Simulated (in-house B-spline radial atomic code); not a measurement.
How numerical settings move a run on Ge+, [Ar] 3d10 4s2 4p1. Computed with an all-electron radial atomic-structure program (B-spline basis): Dirac-Kohn-Sham PBE0, spherical fractional occupations, Fermi nucleus of rms radius 4.0742 fm.

Command:
```bash
python run_scf.py task.json out
```
Settings of the sound reference run:
```
Z                32
electrons        31
configuration    [Ar] 3d10 4s2 4p1
hamiltonian      dirac
method           pbe0
spin_polarised   False
nucleus          fermi
rms_radius       4.0742
mass_number      74
atomic_mass      73.92118
speed_of_light   137.036
knot_spacing     0.22
spline_order     8
gauss_points     12
box_radius       35.29
max_iterations   70
damping          0.5
damped_steps     3
diis_vectors     10
tolerance        1e-08
start            Thomas-Fermi
```

Time taken, with all properties: 0.9 s on 1 thread of Intel(R) Xeon(R) 6975P-C, with other jobs on the host.

It converges in 9 iterations to -2098.618150 hartree, with 4p3/2 at -10.5737 eV. The other runs change the listed settings, some to values that make no sense; their results aren't properties of the atom or ion. Radii are in bohr (the nuclear one in fm), a minus after a letter asks for a j subshell, and «unchanged» means within 1e-8 hartree. The run stops when the residual is below 10 × tolerance × max(1, Z/10), or a noise floor if that is larger, and the energy moves by less than 1e-8 × √|E| hartree; so very loose and very tight tolerances often act alike.

```tsv
changed settings	outcome
max_iterations = 50, diis_vectors = 20, tolerance = 0.0001	converged in 8 iterations, energy unchanged, 4p3/2 level +8.6e-05 eV
first_knot = 0.00937	converged in 9 iterations, energy +1.70e-02 hartree from the reference, 4p3/2 level +5.1e-04 eV
electrons = 32, configuration = [Ar] 3d10 4s2 4p1 5p-1, max_iterations = 60	converged in 10 iterations to -2098.6936 hartree, a different physical problem (warning: 5p1/2 reaches the box edge)
electrons = 39, configuration = [Ar] 3d10 4s2 4p1 6s2 6p6, max_iterations = 100	converged in 14 iterations to -2097.8181 hartree, a different physical problem (warning: 4p3/2 has a positive eigenvalue: unbound, held by the box)
max_iterations = 5, damped_steps = 1, diis_vectors = 0	not converged after 5 iterations, last residual 3.2e-03, last energy +4.44e-05 hartree from the reference
first_knot = 0.0312	converged in 9 iterations, energy +3.68e-01 hartree from the reference, 4p3/2 level +7.7e-03 eV
start = bare nucleus	converged in 11 iterations, energy unchanged, 4p3/2 level +4.9e-06 eV
first_knot = 0.00313	converged in 9 iterations, energy -5.36e-03 hartree from the reference, 4p3/2 level +6.9e-05 eV
diis_vectors = 0	converged in 18 iterations, energy unchanged, 4p3/2 level +4.4e-06 eV
spline_order = 4, max_iterations = 100, damping = 0.8, tolerance = 1e-06	converged in 8 iterations, energy +7.38e-04 hartree from the reference, 4p3/2 level +7.4e-05 eV
diis_vectors = 2	converged in 10 iterations, energy unchanged, 4p3/2 level +7.0e-06 eV
first_knot = 0.0938	converged in 9 iterations, energy +5.47e+00 hartree from the reference, 4p3/2 level +1.5e-01 eV
first_knot = 3.13e-06	converged in 9 iterations, energy -5.03e-07 hartree from the reference, 4p3/2 level -9.0e-07 eV
diis_vectors = 20	converged in 9 iterations, energy unchanged
```

Q: What happens with box_radius = 141.16, first_knot = 0.0312, max_iterations = 75, damping = 0.95, diis_vectors = 2?

A: Converged in 11 iterations, energy +3.68e-01 hartree from the reference, 4p3/2 level +7.7e-03 eV.

Q: What happens with diis_vectors = 1?

A: Not converged after 70 iterations, last residual 1.6e+00, last energy +4.66e+01 hartree from the reference.

Q: What happens with first_knot = 0.000313?

A: Converged in 9 iterations, energy +8.07e-05 hartree from the reference, 4p3/2 level -9.9e-07 eV.

Q: What happens with method = hf, spin_polarised = True?

A: Stopped with error: spin polarisation is not served with the Dirac Hamiltonian.
